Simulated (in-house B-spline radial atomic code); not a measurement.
Ionising the silver ion Ag²⁺ with different functionals

Computed with a radial B-spline atomic code at the basis-set limit: non-relativistic Hamiltonian, point nucleus, spin-polarised at highest spin, spherical fractional occupations for the functionals, the average over the highest-spin determinants for Hartree-Fock. The ionisation energy is the difference of two self-consistent energies, [Kr] 4d9 → [Kr] 4d8, without Breit or QED terms; ε is the level of the shell that loses the electron (its least bound occupied spin orbital). There is no spin-orbit coupling in this Hamiltonian.

Hybrids are left out here: with spherical fractional occupations of an open shell their exact exchange keeps a self-interaction that integer-occupation calculations don't have.

```
           method          rung  ΔSCF (eV)  -ε(4d) (eV)
     Hartree-Fock  Hartree-Fock          ?            ?
         LDA VWN5           LDA      36.34        29.19
         LDA PW92           LDA      36.34        29.18
LDA exchange-only           LDA      34.60        27.54
              PBE           GGA      36.04        28.90
           PBEsol           GGA      36.04        28.89
             BLYP           GGA      35.94        28.81
             RPBE           GGA      35.96        28.81
             PW91           GGA      36.13        28.98
             BP86           GGA      36.14        29.00
             AM05           GGA      36.05        28.89
             OLYP           GGA      36.11        28.93
             TPSS      meta-GGA          ?            ?
             SCAN      meta-GGA      36.08        29.00
           r2SCAN      meta-GGA      36.10        29.02
            M06-L      meta-GGA      35.89        28.76
          revTPSS      meta-GGA      35.86        28.73
```

Q: What does TPSS give?

A: ΔSCF 35.93 eV, and -ε(4d) = 28.79 eV.

Q: What does Hartree-Fock give?

A: ΔSCF 34.17 eV, and -ε(4d) = 36.00 eV.

Q: How do they compare with the NIST value?

A: NIST lists 34.8 eV ± 0.3 (semi-empirical, ground level to ground level). Errors run from -0.63 to +1.54 eV. The correlated functionals all miss on the same side by more than they spread, so the cause is common to them (relativity, Breit-QED terms, multiplet and fine-structure energies, or a listed next ion that isn't the cheapest removal here) and closeness doesn't rank the functionals. Hartree-Fock also lacks correlation.
